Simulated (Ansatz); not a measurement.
[Sm(NH3)6]3+ (SmN6H18³⁺): single points at one geometry.

```yaml
crystal:
  periodic: [false, false, false]
  atoms:
    - {symbol: Sm, position_ang: [-0.000468, -0.000713, -0.001187]}
    - {symbol: N, position_ang: [-0.016802, 0.168779, 2.595279]}
    - {symbol: H, position_ang: [0.833453, 0.582690, 3.021144]}
    - {symbol: H, position_ang: [-0.103006, -0.746763, 3.077312]}
    - {symbol: H, position_ang: [-0.785770, 0.728524, 3.008412]}
    - {symbol: N, position_ang: [-0.004274, -0.166268, -2.597703]}
    - {symbol: H, position_ang: [-0.835331, -0.624961, -3.015473]}
    - {symbol: H, position_ang: [0.789621, -0.682986, -3.019781]}
    - {symbol: H, position_ang: [0.027545, 0.752889, -3.079512]}
    - {symbol: N, position_ang: [2.564371, -0.024869, 0.012961]}
    - {symbol: H, position_ang: [3.005467, 0.913829, -0.009509]}
    - {symbol: H, position_ang: [2.996709, -0.521816, -0.788278]}
    - {symbol: H, position_ang: [2.986754, -0.478680, 0.844938]}
    - {symbol: N, position_ang: [-2.565091, 0.024871, -0.030883]}
    - {symbol: H, position_ang: [-2.980418, 0.582017, -0.801381]}
    - {symbol: H, position_ang: [-3.004845, 0.414568, 0.823929]}
    - {symbol: H, position_ang: [-3.005704, -0.908712, -0.132831]}
    - {symbol: N, position_ang: [0.011351, 2.596696, 0.164627]}
    - {symbol: H, position_ang: [0.369218, 2.996092, 1.051800]}
    - {symbol: H, position_ang: [-0.920560, 3.041225, 0.062705]}
    - {symbol: H, position_ang: [0.581171, 3.074661, -0.559431]}
    - {symbol: N, position_ang: [0.010205, -2.599642, -0.144964]}
    - {symbol: H, position_ang: [-0.225964, -3.008541, -1.067830]}
    - {symbol: H, position_ang: [-0.649193, -3.073082, 0.501791]}
    - {symbol: H, position_ang: [0.921581, -3.039788, 0.083874]}
basis:
  gaussian: {orbitals: def2-TZVP, initial_orbitals: start.molden}
total_charge: 3
magnetization: {spin_polarized: true, initial_magnetization: 5}
hamiltonian: {xc: pbe, dispersion: d4}
scf: {omitted_lower_state_checks: [starts]}
output: {forces: true, orbitals: {seedname: orbitals}}
```

The file start.molden holds the orbitals of an earlier run on this structure, at another level or in another basis.

```sh
$ ansatz run in.yaml --threads 4 --pin off --events-out ev --progress --plain --max-ram 6963MiB
```

It prints (some lines left out):

```
Functional definition: PBE
basis functions trapped inside cores are left out: 1
2499 factors; their error is unknown
mean field evaluation 1: about -27110.3381 eV, gradient 9.6e0 eV
mean field evaluation 2: about -27110.7157 eV, gradient 5.7e0 eV
mean field evaluation 4: about -27110.7165 eV, gradient 5.2e-1 eV
mean field evaluation 8: about -27110.7187 eV, gradient 1.1e-4 eV
mean field evaluation 16: about -27110.7187 eV, gradient 1.4e-5 eV
mean field -27110.71867987 eV, -996.3005351799 hartree, gradient 2.1e-7 eV, S^2 8.866104; 0 other end points of the search recorded, 0 dependent functions left out
reference -27110.71874114 eV, -996.3005374316 hartree; 48, 43 occupied and 338, 343 virtual orbitals, 2499 factors
Total energy: -27111.10550581 eV, -996.3147507711 hartree
Atom 0 at    -0.000468    -0.000713    -0.001187 Å, force     0.000768     0.000229     0.001084 eV/Å
Atom 1 at    -0.016802     0.168779     2.595279 Å, force    -0.000235     0.007911     0.363655 eV/Å
Atom 2 at     0.833453     0.582690     3.021144 Å, force    -0.172685    -0.087365    -0.118964 eV/Å
Atom 3 at    -0.103006    -0.746763     3.077312 Å, force     0.016994     0.191522    -0.128948 eV/Å
Atom 4 at    -0.785770     0.728524     3.008412 Å, force     0.157294    -0.115724    -0.118872 eV/Å
Atom 5 at    -0.004274    -0.166268    -2.597703 Å, force    -0.003760    -0.009653    -0.365176 eV/Å
Atom 6 at    -0.835331    -0.624961    -3.015473 Å, force     0.166690     0.097410     0.118977 eV/Å
Atom 7 at     0.789621    -0.682986    -3.019781 Å, force    -0.160696     0.108697     0.120751 eV/Å
Atom 8 at     0.027545     0.752889    -3.079512 Å, force    -0.005501    -0.192568     0.129053 eV/Å
Atom 9 at     2.564371    -0.024869     0.012961 Å, force     0.341615    -0.008289     0.008663 eV/Å
Atom 10 at     3.005467     0.913829    -0.009509 Å, force    -0.099443    -0.209423     0.003613 eV/Å
Atom 11 at     2.996709    -0.521816    -0.788278 Å, force    -0.092706     0.115093     0.181314 eV/Å
Atom 12 at     2.986754    -0.478680     0.844938 Å, force    -0.091049     0.102612    -0.189756 eV/Å
Atom 13 at    -2.565091     0.024871    -0.030883 Å, force    -0.341654     0.012206    -0.007261 eV/Å
Atom 14 at    -2.980418     0.582017    -0.801381 Å, force     0.088692    -0.128402     0.173970 eV/Å
Atom 15 at    -3.004845     0.414568     0.823929 Å, force     0.095551    -0.091359    -0.194504 eV/Å
Atom 16 at    -3.005704    -0.908712    -0.132831 Å, force     0.098924     0.207006     0.021033 eV/Å
Atom 17 at     0.011351     2.596696     0.164627 Å, force    -0.004759     0.368536     0.008806 eV/Å
Atom 18 at     0.369218     2.996092     1.051800 Å, force    -0.068906    -0.120084    -0.184130 eV/Å
Atom 19 at    -0.920560     3.041225     0.062705 Å, force     0.191199    -0.122834     0.024330 eV/Å
Atom 20 at     0.581171     3.074661    -0.559431 Å, force    -0.116319    -0.130753     0.146632 eV/Å
Atom 21 at     0.010205    -2.599642    -0.144964 Å, force     0.011194    -0.367858    -0.005689 eV/Å
Atom 22 at    -0.225964    -3.008541    -1.067830 Å, force     0.044605     0.121721     0.192285 eV/Å
Atom 23 at    -0.649193    -3.073082     0.501791 Å, force     0.132984     0.129547    -0.131311 eV/Å
Atom 24 at     0.921581    -3.039788     0.083874 Å, force    -0.188797     0.121819    -0.049555 eV/Å
Dipole moment:     0.000121     0.001469     0.000866 e Å
Checks for a lower state left out: starts
```

Hardware: 4 threads of Intel Xeon on a shared host. Wall time 2.4 min, peak host memory 2.3 GiB.

First input, but with `hamiltonian: {xc: r2scan, dispersion: d4}`, `output: {orbitals: {seedname: orbitals}}` (abridged; 3 min):

```
Functional definition: r2SCAN
basis functions trapped inside cores are left out: 1
mean field -27116.84538769 eV, -996.5256875397 hartree, gradient 9.7e-6 eV, S^2 8.807666
Total energy: -27116.96321570 eV, -996.5300176392 hartree
Checks for a lower state left out: starts
```

Geometry: PBE-D4/def2-SVP.

In the def2 sets Sm takes a core potential; there is no spin–orbit coupling. With an open 4f shell the SCF may have ended on a state above the lowest.
